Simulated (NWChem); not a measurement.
System: GeH₃Cl; SMILES [Cl][GeH3]

NWChem input:

```
start job
memory heap 200 mb stack 900 mb global 1100 mb
geometry units angstroms noautosym nocenter noautoz
  Ge     0.000000     0.000000    -0.696467
  Cl     0.000000     0.000000     1.490884
  H      1.417476    -0.402188    -1.145946
  H     -0.360433     1.428664    -1.145946
  H     -1.057043    -1.026476    -1.145946
end
basis spherical
  Ge library pcsseg-1
  Cl library pcsseg-1
  H library pcsseg-1
end
dft
  xc xpbe96 cpbe96
  iterations 150
end
property
  shielding 3 1 2 3
end
task dft property
```

Parts of the log:

```
             Northwest Computational Chemistry Package (NWChem) 7.3.0
             --------------------------------------------------------

                             Geometry "geometry" -> ""
                             -------------------------

 Output coordinates in angstroms (scale by  1.889725989 to convert to a.u.)

  No.       Tag          Charge          X              Y              Z
 ---- ---------------- ---------- -------------- -------------- --------------
    1 Ge                  32.0000     0.00000000     0.00000000    -0.69646700
    2 Cl                  17.0000     0.00000000     0.00000000     1.49088400
    3 H                    1.0000     1.41747600    -0.40218800    -1.14594600
    4 H                    1.0000    -0.36043300     1.42866400    -1.14594600
    5 H                    1.0000    -1.05704300    -1.02647600    -1.14594600

 Effective nuclear repulsion energy (a.u.)     174.1423575262

  pbe96 is a nonlocal functional; adding pw91lda local functional.
                              NWChem Property Module
                              ----------------------

  itol2e modified to match energy
  convergence criterion.

                                 NWChem DFT Module
                                 -----------------

 Summary of "ao basis" -> "ao basis" (spherical)
 ------------------------------------------------------------------------------
       Tag                 Description            Shells   Functions and Types
 ---------------- ------------------------------  ------  ---------------------
 Ge                         pcsseg-1                15       41   5s7p3d
 Cl                         pcsseg-1                10       24   4s5p1d
 H                          pcsseg-1                 3        5   2s1p

  itol2e modified to match energy
  convergence criterion.

            General Information
            -------------------
          SCF calculation type: DFT
          Wavefunction type:  closed shell.
          No. of atoms     :     5
          No. of electrons :    52
           Alpha electrons :    26
            Beta electrons :    26
          Charge           :     0
          Spin multiplicity:     1
          Use of symmetry is: off; symmetry adaption is: off
          Maximum number of iterations: 150
          AO basis - number of functions:    80
                     number of shells:    34
          Convergence on energy requested:  1.00D-07
          Convergence on density requested:  1.00D-05
          Convergence on gradient requested:  5.00D-04

              XC Information
              --------------
          PerdewBurkeErnzerhof Exchange Functional  1.000
            Perdew 1991 LDA Correlation Functional  1.000 local
           PerdewBurkeErnz. Correlation Functional  1.000 non-local

             Grid Information
             ----------------
          Grid used for XC integration:  fine
          Radial quadrature: Mura-Knowles
          Angular quadrature: Lebedev.
          Tag              B.-S. Rad. Rad. Pts. Rad. Cut. Ang. Pts.
          ---              ---------- --------- --------- ---------
          Ge                  1.25      140           8.0       974
          Cl                  1.00      123          10.0       770
          H                   0.35       60           9.0       590
          Grid pruning is: on
          Number of quadrature shells:   443
          Spatial weights used:  Erf1

      Superposition of Atomic Density Guess
      -------------------------------------

 Sum of atomic energies:       -2535.99760148

      Non-variational initial energy
      ------------------------------

 Total energy =   -2536.403995
 1-e energy   =   -3879.027962
 2-e energy   =    1168.481610
 HOMO         =      -0.385527
 LUMO         =       0.033596

   convergence    iter        energy       DeltaE   RMS-Dens  Diis-err
 ---------------- ----- ----------------- --------- --------- ---------
 d= 0,ls=0.0,diis     1  -2538.2422766280 -2.71D+03  1.32D-02  2.32D+00
 d= 0,ls=0.0,diis     2  -2538.2330926816  9.18D-03  1.35D-02  3.66D-01
 d= 0,ls=0.0,diis     3  -2538.2284171669  4.68D-03  6.44D-03  4.67D-01
 d= 0,ls=0.0,diis     4  -2538.2939759638 -6.56D-02  6.31D-04  1.40D-02
 d= 0,ls=0.0,diis     5  -2538.2946999517 -7.24D-04  2.08D-04  4.87D-04
  Resetting Diis
 d= 0,ls=0.0,diis     6  -2538.2947177461 -1.78D-05  8.19D-05  6.39D-05
 d= 0,ls=0.0,diis     7  -2538.2947234424 -5.70D-06  3.44D-05  1.90D-06
 d= 0,ls=0.0,diis     8  -2538.2947232019  2.40D-07  2.05D-05  3.85D-06
 d= 0,ls=0.0,diis     9  -2538.2947237360 -5.34D-07  2.43D-06  5.86D-08
 d= 0,ls=0.0,diis    10  -2538.2947237420 -5.98D-09  6.30D-07  6.08D-09

         Total DFT energy =    -2538.294723741968
      One electron energy =    -3878.936777452342
           Coulomb energy =     1274.379814388923
    Exchange-Corr. energy =     -107.880118204741
 Nuclear repulsion energy =      174.142357526191

 Numeric. integr. density =       51.999998094065

                       DFT Final Molecular Orbital Analysis
                       ------------------------------------

 Vector   24  Occ=2.000000D+00  E=-3.419145D-01
              MO Center=  5.1D-02,  3.8D-01, -6.1D-01, r^2= 2.8D+00
   Bfn.  Coefficient  Atom+Function         Bfn.  Coefficient  Atom+Function
  ----- ------------  ---------------      ----- ------------  ---------------
    71      0.346054  4 H  s                 22      0.272984  1 Ge py
    66     -0.230861  3 H  s                 25      0.222690  1 Ge py
    56      0.183935  2 Cl py                72      0.129621  4 H  s
    21     -0.127771  1 Ge px                59      0.127694  2 Cl py
    76     -0.115193  5 H  s                 16     -0.104025  1 Ge py

 Vector   25  Occ=2.000000D+00  E=-2.717839D-01
              MO Center= -6.1D-02, -7.6D-02,  1.0D+00, r^2= 2.4D+00
   Bfn.  Coefficient  Atom+Function         Bfn.  Coefficient  Atom+Function
  ----- ------------  ---------------      ----- ------------  ---------------
    55      0.401684  2 Cl px                56      0.346147  2 Cl py
    58      0.346267  2 Cl px                59      0.298392  2 Cl py
    76      0.190518  5 H  s                 77      0.124505  5 H  s
    46     -0.107396  2 Cl px                49     -0.105890  2 Cl px
    66     -0.105081  3 H  s                 47     -0.092548  2 Cl py

 Vector   26  Occ=2.000000D+00  E=-2.717839D-01
              MO Center=  6.1D-02,  7.6D-02,  1.0D+00, r^2= 2.4D+00
   Bfn.  Coefficient  Atom+Function         Bfn.  Coefficient  Atom+Function
  ----- ------------  ---------------      ----- ------------  ---------------
    56      0.401684  2 Cl py                55     -0.346147  2 Cl px
    59      0.346267  2 Cl py                58     -0.298392  2 Cl px
    71     -0.170664  4 H  s                 66      0.159323  3 H  s
    72     -0.111530  4 H  s                 47     -0.107396  2 Cl py
    50     -0.105890  2 Cl py                67      0.104119  3 H  s

 Vector   27  Occ=0.000000D+00  E=-5.070967D-02
              MO Center=  6.4D-08,  7.2D-08, -3.0D-01, r^2= 3.9D+00
   Bfn.  Coefficient  Atom+Function         Bfn.  Coefficient  Atom+Function
  ----- ------------  ---------------      ----- ------------  ---------------
    26      0.896982  1 Ge pz                 5      0.636578  1 Ge s
    60      0.589101  2 Cl pz                45     -0.557919  2 Cl s
     4      0.426378  1 Ge s                 23      0.311541  1 Ge pz
    57      0.301213  2 Cl pz                 3     -0.284637  1 Ge s
    44     -0.182584  2 Cl s                 67     -0.164660  3 H  s

 Vector   28  Occ=0.000000D+00  E=-9.804049D-03
              MO Center=  1.8D-06,  1.3D-07, -1.1D+00, r^2= 4.4D+00
   Bfn.  Coefficient  Atom+Function         Bfn.  Coefficient  Atom+Function
  ----- ------------  ---------------      ----- ------------  ---------------
     5      1.556090  1 Ge s                 67     -0.950183  3 H  s
    72     -0.950181  4 H  s                 77     -0.950180  5 H  s
    26     -0.733587  1 Ge pz                 4      0.621999  1 Ge s
     3     -0.401770  1 Ge s                 66     -0.193087  3 H  s
    71     -0.193086  4 H  s                 76     -0.193086  5 H  s

 Vector   29  Occ=0.000000D+00  E= 1.897713D-02
              MO Center=  1.2D-04,  7.8D-05, -7.3D-01, r^2= 4.2D+00
   Bfn.  Coefficient  Atom+Function         Bfn.  Coefficient  Atom+Function
  ----- ------------  ---------------      ----- ------------  ---------------
    67     -1.181214  3 H  s                 24      1.146930  1 Ge px
    72      1.054254  4 H  s                 25     -0.969997  1 Ge py
    21      0.210243  1 Ge px                66     -0.193029  3 H  s
    58     -0.185282  2 Cl px                22     -0.177810  1 Ge py
    71      0.172282  4 H  s                 59      0.156699  2 Cl py

     Multipole analysis of the density
     ---------------------------------

     L   x y z        total         alpha         beta         nuclear
     -   - - -        -----         -----         ----         -------
     0   0 0 0     -0.000000    -26.000000    -26.000000     52.000000

     1   1 0 0     -0.000000     -0.000000     -0.000000     -0.000000
     1   0 1 0     -0.000000     -0.000000     -0.000000      0.000000
     1   0 0 1     -0.857435     -0.069902     -0.069902     -0.717631

     2   2 0 0    -24.042364    -17.835750    -17.835750     11.629135
     2   1 1 0     -0.000000      0.000000      0.000000     -0.000001
     2   1 0 1     -0.000000     -0.000000     -0.000000      0.000000
     2   0 2 0    -24.042364    -17.835748    -17.835748     11.629132
     2   0 1 1      0.000000      0.000000      0.000000      0.000000
     2   0 0 2    -24.391098   -114.414041   -114.414041    204.436984

          -----------------------------------------
          Chemical Shielding Tensors (GIAO, in ppm)
          -----------------------------------------

                                NWChem CPHF Module
                                ------------------

  scftype          =     RHF
  nclosed          =       26
  nopen            =        0
  variables        =     1404
  # of vectors     =        3
  tolerance        = 0.10D-03
  level shift      = 0.00D+00
  max iterations   =       50
  max subspace     =       30

 SCF residual:    1.7930116829666695E-005

Iterative solution of linear equations
  No. of variables     1404
  No. of equations        3
  Maximum subspace       30
        Iterations       50
       Convergence  1.0D-04

   iter   nsub   residual    time
   ----  ------  --------  ---------
     1      3    4.32D-06      24.0

      Atom:    1  Ge
        Diamagnetic
   2753.9019      0.0000     -0.0000
      0.0000   2753.9019      0.0000
     -0.0000      0.0000   2763.8026

        Paramagnetic
  -1506.5967      0.0001     -0.0000
      0.0001  -1506.5967      0.0000
     -0.0000      0.0000  -1198.2505

        Total Shielding Tensor
   1247.3051      0.0001     -0.0000
      0.0001   1247.3052      0.0000
     -0.0000      0.0000   1565.5520

           isotropic =    1353.3874
          anisotropy =     318.2469

          Principal Components and Axis System
                 1           2           3
             1565.5520   1247.3052   1247.3051

      1        -0.0000      0.5822      0.8131
      2         0.0000      0.8131     -0.5822
      3         1.0000     -0.0000      0.0000

      Atom:    2  Cl
        Diamagnetic
   1144.3211      0.0000     -0.0000
      0.0000   1144.3211     -0.0000
     -0.0000     -0.0000   1156.2692

        Paramagnetic
   -132.2456      0.0001     -0.0001
      0.0001   -132.2457     -0.0001
     -0.0001     -0.0001   -131.5744

        Total Shielding Tensor
   1012.0754      0.0001     -0.0001
      0.0001   1012.0754     -0.0001
     -0.0001     -0.0001   1024.6947

           isotropic =    1016.2819
          anisotropy =      12.6193

          Principal Components and Axis System
                 1           2           3
             1024.6947   1012.0755   1012.0753

      1        -0.0000      0.7676     -0.6410
      2        -0.0000      0.6410      0.7676
      3         1.0000      0.0000      0.0000

      Atom:    3  H
        Diamagnetic
     37.8521     -5.3594     -7.3823
     -5.3594     20.4841      2.0946
     -7.3823      2.0946     24.3434

        Paramagnetic
     -5.3776      1.5778      1.6729
      1.5778     -0.2645     -0.4747
      1.6729     -0.4747      0.2380

        Total Shielding Tensor
     32.4745     -3.7816     -5.7094
     -3.7816     20.2196      1.6200
     -5.7094      1.6200     24.5815

           isotropic =      25.7585
          anisotropy =      16.1154

          Principal Components and Axis System
                 1           2           3
               36.5021     21.6268     19.1466

      1         0.8612      0.4288      0.2730
      2        -0.2444     -0.1217      0.9620
      3        -0.4457      0.8952     -0.0000
```

Level: PBE/pcSseg-1, GIAO. Geometry: optimised at B3LYP/6-31G* (spherical d). The printed shielding anisotropy is the first printed principal value minus the mean of the other two.
